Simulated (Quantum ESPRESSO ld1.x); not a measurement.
Values are calculated unless marked as measured or tabulated.
Question: Radial electron density D(r) = 4 pi r^2 rho(r) of an atom or ion with 63 electrons. Level of theory: Dirac Kohn-Sham, PW86 exchange with PBE correlation, spin-unpolarised, spherical densities, point nucleus (ld1.x of Quantum ESPRESSO 7.5).

r (bohr),D(r) (e/bohr)
0.001015,5.219
0.001182,6.652
0.001365,8.343
0.001589,10.55
0.00185,13.28
0.002153,16.62
0.002507,20.66
0.002918,25.48
0.003398,31.14
0.003924,37.31
0.004568,44.61
0.005318,52.60
0.006191,61.03
0.007207,69.52
0.00839,77.52
0.009768,84.41
0.01128,89.29
0.01313,92.16
0.01529,92.40
0.0178,90.26
0.02072,86.64
0.02412,83.11
0.02808,81.69
0.03243,83.90
0.03775,90.73
0.04395,101.1
0.05117,111.9
0.05956,118.9
0.06934,118.5
0.08073,110.5
0.09323,99.84
0.1085,91.77
0.1264,92.16
0.1471,99.92
0.1712,106.8
0.1993,103.2
0.2321,86.46
0.268,65.62
0.312,50.33
0.3632,48.15
0.4229,53.97
0.4923,56.99
0.5731,51.13
0.6672,38.97
0.7705,27.51
0.897,19.29
1.044,14.78
1.216,11.75
1.415,8.659
1.648,5.492
1.918,2.900
2.215,1.335
2.579,0.5250
3.002,0.2227
3.495,0.1165
4.069,0.06216
4.737,0.02678
5.514,0.008311
6.368,0.001915
7.414,0.0002638

What is the nuclear charge?

Answer: Z = 67. The innermost maximum, from 1s, lies near gamma/Z bohr with gamma = sqrt(1 - (Z/c)^2) = 0.872, here 0.013 bohr (found: 0.0143), and its height grows with Z. The density is that of the holmium ion Ho4+ in [Kr] 4d10 4f9 5s2 5p5.75 6p0.25; the configuration itself is not fixed sharply by these data, and Z only to a few units. D(r) has 4 maxima, at r = 0.0143, 0.0640, 0.178, 0.484 bohr, and minima at 0.0279, 0.117, 0.343 bohr, inside which lie 2.02, 11.18, 29.42 electrons.
